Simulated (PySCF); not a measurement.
## Calculated properties of `C[SiH2][SiH2]N`

Species: CH₉NSi₂.
Z-matrix (Å and degrees, PBE0-D3(BJ)/def2-SVP geometry), rows numbered from 1:
```
C 
Si  1  1.8868
Si  2  2.3455  1  111.69
N   3  1.7388  2  108.10  1  -168.08
H   1  1.1006  2  110.73  3    57.78
H   1  1.1006  2  110.79  3   177.89
H   1  1.1007  2  110.79  3   -62.15
H   2  1.5014  1  109.78  3  -119.93
H   2  1.4982  1  110.25  3   122.37
H   3  1.4973  2  111.27  1    74.02
H   3  1.5088  2  108.04  1   -41.68
H   4  1.0143  3  118.52  2    50.08
H   4  1.0147  3  119.10  2  -171.18
```

Some functional groups and rings: Si–H bond and C–Si bond.

From PBE0-D3(BJ)/def2-SVP geometry optimisation, gas phase (PySCF):

```yaml
Point_group: C1
Rotational_constants_A_B_C: 10.138, 1.942, 1.727 GHz
```

**wB97X-D/def2-SVPD ground state, ΔSCF and vertical TDDFT (core frozen in the response) (PySCF)**

```yaml
Dipole_moment: 0.89 D
HOMO_energy: -9.10 eV
LUMO_energy: 1.53 eV
HOMO–LUMO_gap: 10.63 eV
Lowest_singlet_excitation: 6.03 eV (206 nm, f = 0.007)
Strongest_line_among_the_10_lowest_singlet_transitions: S5 at 7.76 eV (160 nm, f = 0.105)
Lowest_triplet_excitation_Tamm–Dancoff: 5.67 eV
Static_isotropic_polarisability: 79.7 au
Vertical_ionisation_energy: 9.35 eV
Electronic_spatial_extent_⟨r²⟩_about_the_centre_of_nuclear_charge: 749 bohr²
```

**KT3/pcSseg-2 ground state and GIAO shieldings, non-relativistic (PySCF)**

```yaml
13C_chemical_shifts_computed_TMS_as_zero_by_class: -9.8 (C1) ppm
1H_chemical_shifts_computed_TMS_as_zero_by_class: 4.96 (H10/H11), 3.82 (H8/H9), 0.20 (H5/H6/H7), -0.16 (H12/H13) ppm
Isotropic_shieldings_of_nuclei_other_than_C_and_H_by_class: 257 (N4), 404 (Si3), 428 (Si2) ppm
```

delta-SCF UKS SCAN, pcX-2 on the ionised atom, pcseg-1 elsewhere, spin-free X2C; 2p3/2 from a spin–orbit splitting computed afterwards within the 2p shell (PySCF):

```yaml
Core_binding_energies: Si2p3/2 106.1 (Si2), Si2p3/2 106.5 (Si3), C1s 290.2 (C1), N1s 404.6 (N4), Si1s 1845.8 (Si2), Si1s 1846.3 (Si3) eV
```

Monoisotopic mass (most abundant isotopes): 91.0274 u.

No computed singlet falls in the visible range (750 to 380 nm, 1.65 to 3.26 eV); S1 lies 2.77 eV above its blue end. S1 lies 4.60 eV below the HOMO–LUMO gap; its leading configuration is HOMO→LUMO, weight 0.89. With B = h/(8π²I), that is 505.379 GHz u Å² over I, the principal moments of inertia are 49.9, 260.3 and 292.7 u Å² (most abundant isotopes). The principal polarisabilities are 69.4, 77.7 and 92.0 au; their mean is the isotropic value. The polarisability is 11.81 Å³ as a volume (1 au = 0.148185 Å³), or 1.59 au for each of the 50 electrons. The dipole matches unit charges of opposite sign 0.19 Å apart (1 e·Å = 4.8032 D).

 NMR classes are plain means over equivalent atoms (diastereotopic ones count apart unless rotation or inversion swaps them), as if these changed places fast; in this geometry the members of some classes differ.

For the NMR shielding job (KT3/pcSseg-2), on Arm Neoverse V2, one thread, shared host, this took 43 s wall.

One conformer stands for the species.
